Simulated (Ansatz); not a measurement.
HOSi (SMILES [OH+]=[Si]), charge +1, singlet, geometry from GFN2-xTB; MP2/def2-SVP in Ansatz (a quantum-chemistry and plane-wave program).

Here is a job for Ansatz.
Ansatz 0.2 input:
```yaml
crystal:
  periodic: [false, false, false]
  atoms:
    - {symbol: O, position_ang: [-0.00000000, -0.00000000, -0.88835384]}
    - {symbol: Si, position_ang: [0.00000000, 0.00000000, 0.64027396]}
    - {symbol: H, position_ang: [-0.00000000, -0.00000000, -1.85700467]}
basis:
  gaussian:
    orbitals: def2-SVP
total_charge: 1
magnetization: {spin_polarized: false}
correlation: {method: mp2}
```

Q: What does Ansatz print? Leave out banner, timings and long lists.

A: 
```
Functional definition: HF
349 factors; integrals over basis functions are off by at most 1.1e-3 eV
mean field evaluation 1: about -9895.9134 eV, gradient 6.6e1 eV
mean field evaluation 2: about -9895.9136 eV, gradient 6.6e1 eV
mean field evaluation 4: about -9904.1571 eV, gradient 3.1e0 eV
mean field evaluation 8: about -9904.1961 eV, gradient 2.0e-4 eV
mean field -9904.19614008 eV, -363.9724948426 hartree, gradient 6.7e-7 eV, S^2 0.000000; 0 other end points of the search recorded, 0 dependent functions left out
6 core orbitals not correlated
reference -9904.19614008 eV, -363.9724948426 hartree; 5, 5 occupied and 26, 26 virtual orbitals, 349 factors
second order -6.75553927 eV of doubles, -0.00000000 eV of singles
Total energy: -9910.95167935 eV, -364.2207563317 hartree
```
